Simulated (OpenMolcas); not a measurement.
O2+: from CASSCF to CASPT2

* Program: OpenMolcas
* Basis: ANO-RCC-VDZP [3s2p1d]
* Scalar Hamiltonian: DKH2, point nucleus
* Active space: 4 electrons in 4 orbitals (2s 2p)
* State averaging: 2S+1 = 3 even, 6 roots; 2S+1 = 1 even, 11 roots kept (CI in the orbitals of an earlier block); 2S+1 = 5 odd, 1 root; 2S+1 = 3 odd, 9 roots kept (CI in the orbitals of an earlier block); 2S+1 = 1 odd, 8 roots kept (CI in the orbitals of an earlier block)
* Spin-orbit coupling: state interaction with AMFI integrals over the reference wave functions, term energies averaged over their components

Methods on the same reference wave functions:
A. CASSCF
B. SS-CASPT2, IPEA 0.25 Eh, imaginary shift 0.1 Eh (closed shells correlated: 1s)
C. MS-CASPT2, IPEA 0.25 Eh, imaginary shift 0.1 Eh (closed shells correlated: 1s)

Energies in eV above 2s2 2p2 3P0, the measured ground level; measured values from Moore, Selected Tables of Atomic Spectra, NSRDS-NBS 3, section 11.

```csv
Level,A,B,C,Measured
2s2 2p2 3P0,0.0000,0.0000,0.0000,0.0000
2s2 2p2 3P1,0.0124,0.0124,0.0124,0.0140
2s2 2p2 3P2,0.0365,0.0365,0.0366,
2s2 2p2 1D2,2.7279,2.647,2.647,2.5136
2s2 2p2 1S0,4.9113,5.403,5.404,5.3543
2s 2p3 5S* 2,6.1786,7.069,7.070,7.4793
2s 2p3 3D* 2,15.3050,14.915,14.916,
2s 2p3 3D* 1,15.3050,14.915,14.916,
2s 2p3 3D* 3,15.3052,14.915,14.916,
2s 2p3 3P* 0,18.0475,17.911,17.912,
2s 2p3 3P* 1,18.0476,17.911,17.912,
2s 2p3 3P* 2,18.0477,17.911,17.912,
2s 2p3 1D* 2,25.3312,23.883,23.884,23.1917
2s 2p3 3S* 1,26.2305,25.139,25.140,24.4358
2s 2p3 1P* 1,28.0738,26.856,26.856,26.0939
```

Deviations, from unrounded energies. A percentage is the sum of absolute deviations over the sum of measured energies, with the sign that they share, or ± where signs differ.

```
                        Against measurement  Levels      A      B      C
             mean absolute deviation (cm-1)       7   9100   3200   3200
      fine structure of the ground term (%)       1  -11.7  -11.9  -11.7
other terms of the ground configuration (%)       2   ±8.4   +2.3   +2.3
                   other configurations (%)       4   ±8.9   ±3.2   ±3.2
```

B, C lie about equally close to measurement and A furthest from it. The largest miss of B in the table is 2s 2p3 1P* 1, by +6100 cm-1. The ranking rests on the paired levels alone, and a cruder setting can come out closer through cancelling errors.

Between B and C the level of the table that moves most is 2s 2p3 3P* 0, by 6.9 cm-1 (lowest in B, highest in C). Moves below CASPT2's spread within the term are not significant.

The two smallest mean deviations differ by little beside CASPT2's spread within terms, so their order carries little weight.

From A to B the spin-free energies of the other terms of 2s2 2p2 shown, above 3P, scale by factors of 0.97 to 1.10.

The lowest spin-free term lies below A's lowest term by 0.049 hartree in B, 0.049 hartree in C.

CASPT2 breaks the degeneracy within a term, and the mean is taken; among the terms shown or strongly mixed into the levels shown the widest spread is 330 cm-1 (2s 2p3 3D*, C). Terms from blocks run as CI alone lack orbitals of their own. Computed and measured levels are paired by configuration, term and J; levels that our copy of the source lacks, or whose pairing is in doubt (as where it misses far off the trend of its configuration), stay unpaired and out of the deviations. Only configurations of the active space appear. Levels that lie high or do not pair safely by name in every column are left out.

* marks odd parity.
